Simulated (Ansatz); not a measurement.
**Relaxing a trial structure of SSi2Sn+**

The starting geometry of this gas-phase doublet was optimised with GFN2-xTB.

```xyz
4

S     1.4797    1.4935   -1.4921
Si   -0.0088    3.3593   -1.8475
Si   -0.4688    2.6616    0.2657
Sn    1.7449    2.3717   -3.6832
```

**Question.** Where would you expect an optimisation with B3LYP-D3(BJ)/def2-SVP to take it?

**Answer.** A new bond forms, giving a structure given below by its coordinates. Distances that change by over a tenth: S1–Sn4 (2.38 → 2.64 Å). Contacts that close: S1–Si3 (2.87 → 2.21 Å).

The energy falls by 0.58 eV over 11 steps:

```json
{"step": "1", "E − E(last) (eV)": "0.584"}
{"step": "2", "E − E(last) (eV)": "0.356"}
{"step": "3", "E − E(last) (eV)": "0.335"}
{"step": "4", "E − E(last) (eV)": "0.240"}
{"step": "5", "E − E(last) (eV)": "0.133"}
{"step": "7", "E − E(last) (eV)": "0.018"}
{"step": "8", "E − E(last) (eV)": "0.001"}
{"step": "9", "E − E(last) (eV)": "0.000"}
{"step": "10", "E − E(last) (eV)": "0.000"}
{"step": "11", "E − E(last) (eV)": "0.000"}
```

Final geometry (Å):

```xyz
4

S     1.5677    1.8700   -1.0430
Si    0.2351    3.7270   -1.8621
Si   -0.4453    2.1509   -0.1874
Sn    1.3894    2.1381   -3.6645
```

Frequencies at the end are all real (lowest 95 cm⁻¹). Open shells are spin-unrestricted. Atoms past krypton carry core potentials, without spin–orbit terms. Run with Ansatz 0.2.0, 86 s on 1 thread of Arm Neoverse V2 (shared host).
